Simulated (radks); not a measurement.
Problem. These are the eigenvalues of the occupied orbitals of an atom or ion with whole-number occupations (eV). Calculated with a radial shooting solver on a logarithmic mesh with Libxc functionals: non-relativistic Kohn-Sham, BP86, spin-polarised, spherical densities, point nucleus.

1s: -3945.221
2s: -426.3271
2p: -350.0962
3s: -61.8451
3p: -43.1310

Which element is it, and in what charge state? The configuration may be excited. Open shells, if any, are filled with parallel spins first.

Solution. Z = 20, calcium, charge +2: Ca2+ in [Ar]. The list shows which subshells hold electrons but not how many an open one holds; the 1s level, -144.98 hartree, gives Z - s = 17.0 by -(Z - s)^2/2, which with screening narrows Z to a few neighbours, and the depths of the outer levels then fix element, charge and occupations together.
